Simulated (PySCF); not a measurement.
BrGeHO, SMILES [Ge]([Br])[OH] (connectivity only; charge and spin as stated), neutral, multiplicity 1. The structure is a stationary point at B3LYP-D3(BJ)/def2-TZVP. The values are those of a single conformer.

Level of theory: B3LYP-D3(BJ)/def2-TZVP in PySCF.

Harmonic wavenumbers (cm⁻¹): 183, 279, 437, 671, 821, 3795. Rotational constants (GHz): 12.23, 1.962, 1.691; symmetry number 1.

### Question
Work out the zero-point energy and the ideal-gas rigid-rotor harmonic-oscillator thermochemistry at 298.15 K and 1 atm.

### Answer
ZPE = ½ Σ hcν = ½ × 6185 cm⁻¹ = 37.00 kJ/mol. H − E(el) = 50.87 kJ/mol. Entropy in J/(mol K): translation 172.76, rotation 110.77, vibration 21.81, total 305.34. G − E(el) = -40.16 kJ/mol. Cp = 60.32 J/(mol K).
